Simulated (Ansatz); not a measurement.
Molecule: sum formula Si₂N₂H₇ (charge -1, singlet). It need not be the lowest isomer of its formula. Whether it binds its extra electron was not tested at this geometry. 
Geometry from a B3LYP-D3(BJ)/def2-TZVP (Ansatz, a program for electronic structure) optimisation:
SMILES: N[SiH-][SiH2]N
```xyz
11

N      1.6626     0.7892    -0.3559
Si     1.0614    -0.9607    -0.3126
Si    -1.2085    -0.3458     0.2243
N     -1.2485     1.4185     0.3481
H      1.8988     1.2008     0.5392
H      2.4568     0.9030    -0.9704
H      1.3933    -1.3196     1.1491
H     -2.2407    -0.7497    -0.8121
H     -1.8663    -0.8993     1.4681
H     -2.0676     1.9066     0.0133
H     -0.4137     1.7953    -0.0953
```
Charge -1, spin multiplicity 1.

Basis-set convergence of Hartree-Fock and CCSD correlation energies (hartree) with Ansatz. Correlated levels leave the core frozen unless marked. No spin-orbit coupling. Non-relativistic.

```json
[
 {"basis": "aug-cc-pV(D+d)Z", "functions": "173", "E(HF)": "-690.88306", "E(corr, CCSD)": "-0.65637"},
 {"basis": "aug-cc-pV(T+d)Z", "functions": "363", "E(HF)": "-690.93550", "E(corr, CCSD)": "-0.76568"},
 {"basis": "aug-cc-pV(Q+d)Z", "functions": "660", "E(HF)": "-690.94802", "E(corr, CCSD)": "-0.79821"}
]
```

Extrapolating the two largest sets (X = 3 and 4) as X^-3: E(corr) = (64·(-0.79821) - 27·(-0.76568))/37 = -0.8219 Eh, an estimate of the basis-set limit. The largest set recovers 97.1 % of it, the smallest 79.9 %.
